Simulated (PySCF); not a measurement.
This PySCF input asks for the NMR shieldings of SMILES Cl[SiH2][SiH2]SC1CC1, C3H9ClSSi2; the geometry comes from GFN2-xTB.

```python
import basis_set_exchange as bse
import numpy as np
from pyscf import gto, dft
from pyscf.prop import nmr

atoms = """
Cl    4.649729    0.559433   -1.415099
Si    3.447650    0.264163    0.187556
Si    1.281225    0.454527   -0.575387
S     0.012630    0.153780    1.130952
C    -1.584870    0.338825    0.324889
C    -2.154530   -0.805160   -0.452092
C    -2.748725   -0.424301    0.869017
H     3.796329   -1.052409    0.724064
H     3.841039    1.257446    1.187777
H     0.856276   -0.531731   -1.574729
H     0.897524    1.758622   -1.129669
H    -1.740322    1.347438   -0.032289
H    -2.703169   -0.582249   -1.355014
H    -1.578918   -1.716969   -0.500630
H    -2.567347   -1.075113    1.710298
H    -3.712122    0.062642    0.888945
"""
names = dict.fromkeys(["Cl", "Si", "S", "C", "H"], "pcSseg-1")
basis = {el: gto.basis.parse(bse.get_basis(n, elements=[el], fmt="nwchem")) for el, n in names.items()}
mol = gto.M(atom=atoms, basis=basis, charge=0, verbose=0)
mf = dft.RKS(mol, xc="PBE0")
mf.grids.level = 2
mf.grids.alignment = dft.numint.BLKSIZE   # the property module wants whole blocks of grid points
mf.conv_tol = 1e-9
mf.kernel()

calc = nmr.RKS(mf)   # GIAO
C = mf.mo_coeff
Co = C[:, mf.mo_occ > 0]
resp = mf.gen_response(singlet=True, hermi=2)
def vind(x):   # induced exchange potential for any number of trial vectors
    d = np.einsum("pi,xij,qj->xpq", C, 2 * x.reshape(-1, C.shape[1], Co.shape[1]), Co, optimize=True)
    return np.einsum("xpq,pi,qj->xij", resp(d - d.transpose(0, 2, 1)), C, Co, optimize=True).ravel()
mo1, _ = nmr.rhf.solve_mo1(calc, with_cphf=vind)
sigma = calc.kernel(mo1)
for i, s in enumerate(sigma):   # ppm
    w = np.linalg.eigvalsh((s + s.T) / 2)
    print("%2d %-2s iso %8.1f  s11 %8.1f  s22 %8.1f  s33 %8.1f" % (i, mol.atom_pure_symbol(i), w.mean(), *w))
```

Task: Give the expected output.

Result: 
```
 0 Cl iso   1065.3  s11    991.1  s22   1089.5  s33   1115.4
 1 Si iso    383.9  s11    344.1  s22    357.1  s33    450.6
 2 Si iso    406.5  s11    356.9  s22    395.2  s33    467.3
 3 S  iso    649.0  s11    459.4  s22    566.0  s33    921.5
 4 C  iso    168.2  s11    136.6  s22    150.0  s33    217.9
 5 C  iso    175.0  s11    133.7  s22    176.6  s33    214.8
 6 C  iso    175.9  s11    143.8  s22    175.0  s33    209.1
 7 H  iso     26.4  s11     22.0  s22     26.0  s33     31.2
 8 H  iso     26.4  s11     21.8  s22     26.0  s33     31.3
 9 H  iso     26.9  s11     22.3  s22     27.3  s33     31.2
10 H  iso     27.0  s11     22.9  s22     26.0  s33     32.0
11 H  iso     30.0  s11     22.0  s22     28.4  s33     39.6
12 H  iso     30.8  s11     25.5  s22     25.9  s33     41.1
13 H  iso     31.3  s11     26.3  s22     29.0  s33     38.8
14 H  iso     31.0  s11     24.8  s22     29.1  s33     39.1
15 H  iso     30.8  s11     24.7  s22     26.1  s33     41.6
```

These numbers come from an equivalent density-fitted implementation of the same equations, which agrees with the script to about 0.01 ppm for H and up to a few tenths of a ppm for heavy atoms, so last digits may differ.

Task: Turn these shieldings into chemical shifts. Chemical shifts δ = σref − σ; 35Cl (949.78 ppm) vs HCl; TMS for 29Si (349.16 ppm), 13C (186.93 ppm), 1H (31.72 ppm); 33S (503.73 ppm) against CS2, all at this level.

Result: Averaging equivalent atoms: Cl 0: -116; Si 1: -34.8; Si 2: -57.3; S 3: -145; C 4: 18.7; C 5/6: 11.4; H 7/8: 5.34; H 9/10: 4.78; H 11: 1.74; H 12/15: 0.90; H 13/14: 0.55 ppm. 

Size and cost of the density-fitted run: 192 basis functions, 57 s wall time on 1 thread of an Arm Neoverse N1, shared host; peak memory 0.86 GiB.
